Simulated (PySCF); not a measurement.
GeF₃⁻, singlet: structure and spectrum

Level of theory: PBE0 in PySCF with Ge def2-SVPD, F def2-SVPD; no relativity; density-fitted integrals.

The structure is a minimum.

```xyz
4
charge -1 multiplicity 1, angstrom
Ge   -0.0171    0.0000    0.4173
F     1.5863    0.0016   -0.4770
F    -0.7612    1.3548   -0.5735
F    -0.7584   -1.3565   -0.5733
```

| Property | Result |
| --- | --- |
| Point group | C3v |
| Bond lengths | Ge–F 1.836 Å (×3) |
| Bond angles | F–Ge–F 95.2° (×3) |
| Zero-point energy | 13.7 kJ/mol |
| Lowest empty level | 5.11 eV |
| Dipole moment about the centre of mass | 2.20 D |
| Principal quadrupole moments (Buckingham, traceless) about the centre of mass | -1.57, -1.57, 3.15 D Å |
| Highest occupied level | -2.07 eV |
| Heat capacity Cp at 298.15 K | 70.4 J/(mol K) |
| Entropy at 298.15 K and 1 bar | 299.3 J/(mol K) |
| Rotational constants | 0.1695, 0.1695, 0.1207 cm⁻¹ |
| Enthalpy at 298.15 K above 0 K | 15.60 kJ/mol |
| Rotational symmetry number | 3 |
| Principal polarisabilities | 43.2, 44.3, 44.3 bohr³ |

Harmonic modes (masses in u: Ge 73.921, F 18.998):
```tsv
symmetry	ω (cm⁻¹)	IR (km/mol, summed over degenerate members)	μ (u)	type
e	203	5.0	20.12	bend
a1	266	15.8	22.62	bend
e	527	295	22.93	stretch
a1	568	133	22.71	stretch
```

In C3v the vibrations span 2e + 2a1.

Charges (e); Mulliken and Löwdin values are unreliable with diffuse functions:
```json
{"atom": "Ge1", "Mulliken": "1.13", "Löwdin": "0.87", "polar tensor": "1.35", "Mayer order to Ge1": "–"}
{"atom": "F2,3,4", "Mulliken": "-0.71", "Löwdin": "-0.62", "polar tensor": "-0.78", "Mayer order to Ge1": "0.45"}
```

Mulliken populations on Ge1: s 7.71, p 13.02, d 10.14.

Counting electrons, germanium keeps 2 of its valence electrons outside its bonds, so the VSEPR class is AX3E1 and the expected shape is trigonal pyramidal (C3v), as computed. The angle of 95° is close to 90°: the heavy centre bonds with nearly pure p orbitals and keeps its lone pair s-like.

This need not be the most stable arrangement of these atoms. The lowest empty level of this anion is unbound, so it and the gap depend on the basis.

The final relaxation and frequency run took 34 s on 2 threads of a shared Arm Neoverse N1 host, with 107 basis functions and 7 gradients; the process peaked at 1.2 GiB.
